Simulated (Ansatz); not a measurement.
Program: Ansatz. Geometries: PBE0-D4/def2-TZVP. ΔE: electronic, gas phase. CCSD(T)/CBS adds triple-zeta CCSD(T) − MP2 to the extrapolated MP2 energy (def2 sets, frozen cores). DFT in def2-TZVPP. For Zn outer-core shells are correlated without core-valence functions, which leaves a few kJ/mol of doubt a bond. Scalar relativity is left out up to krypton. One conformer a species, not always the lowest.

Reaction (ligand exchange at the Si–S bond): `OBS[SiH3]` + `[OH][Zn][O][SiH3]` → `[SiH3][O][Zn][O][SiH3]` + `OBS`

| level | ΔE (kJ/mol) |
| --- | --- |
| revPBE-D4 | -33.8 |
| PBE0-D4 | -43.8 |
| ωB97X-V | -56.9 |
| PBE | -36.9 |
| RPA@PBE/def2-TZVPP | -63.1 |
| CCSD/def2-TZVPP | -64.8 |
| HF/def2-QZVPP | -89.2 |
| MP2/def2-QZVPP | -54.7 |

**Question.** What does CCSD(T)/CBS give? (An estimate is asked.)

**Answer.** The calculation gave: -55.5 kJ/mol. The listed levels differ from it by 21.7, 11.7, -1.4, 18.6, -7.6, -9.3, -33.7, 0.8 kJ/mol.

Largest T1 diagnostic among the species: 0.016.

At CCSD(T), def2-SVP lies −21.5 kJ/mol from the extrapolated value and def2-TZVPP −4.0 kJ/mol. Leaving LDA and LC-ωPBE aside and taking each functional with its dispersion term where it has one, the values, not all of them listed here, spread over 32.5 kJ/mol, from BHLYP-D4 to revPBE-D4. The D4 term adds +4.3 kJ/mol with B3LYP and +2.2 kJ/mol with PBE0; it sums over pairs of atoms, weighted by their polarisabilities, and B3LYP, whose exchange is more repulsive, gets the larger term.

B3LYP here is the variant with VWN-RPA as its local correlation; programs differ in this.
